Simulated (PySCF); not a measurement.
**Core-level binding energies of Ti(NCS)2(OMe)2**

Ti(NCS)2(OMe)2, C4H6N2O2S2Ti (singlet state).
Bonds: Ti1–N2, Ti1–N5, Ti1–O8, Ti1–O13, N2–C3, C3–S4, N5–C6, C6–S7, O8–C9, O13–C14. Hydrogens: H10, H11, H12 on C9; H15, H16, H17 on C14.

Computed, not measured: delta-SCF UKS SCAN, pcX-2 on the ionised atom (unc-x2c-TZVPall on a metal), pcseg-1 elsewhere, spin-free X2C (PySCF 2.14.0). Vertical ΔSCF values, vacuum level as zero.

Question: Give the core binding energies atom by atom.

Answer: 
```json
{"atom(s)": "C3/C6", "bonded to": "N and S", "level": "C 1s", "binding energy (eV)": "292.44", "2p1/2 (eV)": "–", "above the level's lowest (eV)": "0.00", "count": "2"}
{"atom(s)": "C9", "bonded to": "O and 3 H", "level": "C 1s", "binding energy (eV)": "292.67", "2p1/2 (eV)": "–", "above the level's lowest (eV)": "+0.23", "count": "1"}
{"atom(s)": "N2/N5", "bonded to": "C and Ti", "level": "N 1s", "binding energy (eV)": "404.12", "2p1/2 (eV)": "–", "above the level's lowest (eV)": "0.00", "count": "2"}
{"atom(s)": "Ti1", "bonded to": "2 O and 2 N", "level": "Ti 2p3/2", "binding energy (eV)": "462.73", "2p1/2 (eV)": "468.44", "above the level's lowest (eV)": "0.00", "count": "1"}
{"atom(s)": "O8", "bonded to": "C and Ti", "level": "O 1s", "binding energy (eV)": "537.69", "2p1/2 (eV)": "–", "above the level's lowest (eV)": "0.00", "count": "1"}
{"atom(s)": "S4/S7", "bonded to": "C", "level": "S 1s", "binding energy (eV)": "2476.56", "2p1/2 (eV)": "–", "above the level's lowest (eV)": "0.00", "count": "2"}
```

The 2 C 1s values lie within 0.23 eV of each other; Gaussian lines of 0.5 eV full width would blend them into one maximum.

Question: What is the longest wavelength that can ionise N 1s of N2 (atom 2)/N5 vertically?

Answer: λ = hc/E = 12398.42 eV Å / 404.12 eV = 30.680 Å.

Question: Which effective nuclear charge Zeff reproduces each element's mean 1s value in the hydrogen-like formula E = 13.606 eV × Zeff²?

Answer: C (Z = 6): mean 292.5 eV, Zeff = 4.64, Z − Zeff = 1.36; N (Z = 7): mean 404.1 eV, Zeff = 5.45, Z − Zeff = 1.55; O (Z = 8): mean 537.7 eV, Zeff = 6.29, Z − Zeff = 1.71; S (Z = 16): mean 2476.6 eV, Zeff = 13.49, Z − Zeff = 2.51. Means run over the listed sites, weighted by atom count.

One atom of each set of topologically equivalent atoms was ionised and stands for the set; in this conformer not all members are related by symmetry, and their own values weren't computed. The list is incomplete; no value stands for C 1s of C14 or O 1s of O13. Spin contamination (⟨S²⟩ against 0.75 for a pure doublet) is marked for Ti 2p3/2 of Ti1 (0.87), which makes this value less certain. Spin–orbit coupling isn't in the SCF: each 2p doublet comes from a relaxed spin-free hole plus a matrix of the shell (mean-field spin–orbit coupling and the ground-state 2p splitting), with 2p3/2 averaged over its two sublevels. 2p1/2 minus 2p3/2 (ligand field included): Ti 5.72 eV. Satellites of the metal's 2p lines aren't described. Geometry: PBE0-D3(BJ)/def2-SVP; no solvent, vibrations or thermal averaging. Metal 2p energies of this one-determinant scheme are less reliable than its 1s energies.

Time: 1.7 min wall, 4.6 min CPU; peak memory 1.2 GiB. Hardware: AMD EPYC 7R43, 2 threads, shared host with 256 logical CPUs at a one-minute load of 79.
